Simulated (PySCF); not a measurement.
NiO3, SMILES [O]1[O][Ni]1=[O], multiplicity 1. Geometry: B3LYP-D3(BJ)/def2-SVP. The multiplicity is an assumed one; other spin states were not compared.

Computed with B3LYP-D3(BJ)/def2-SVP (PySCF 2.14.0).

Harmonic wavenumbers (cm⁻¹): 135, 135, 476, 659, 941, 1119. Rotational constants (GHz): 32.80, 4.111, 3.653; symmetry number 1.

### Question
Work out the zero-point energy and the ideal-gas rigid-rotor harmonic-oscillator thermochemistry at 298.15 K and 1 atm.

### Answer
ZPE = ½ Σ hcν = ½ × 3464 cm⁻¹ = 20.72 kJ/mol. H − E(el) = 35.32 kJ/mol. Entropy in J/(mol K): translation 166.99, rotation 100.39, vibration 29.31, total 296.69. G − E(el) = -53.14 kJ/mol. Cp = 61.55 J/(mol K). Modes under 150 cm⁻¹ make the vibrational entropy uncertain.
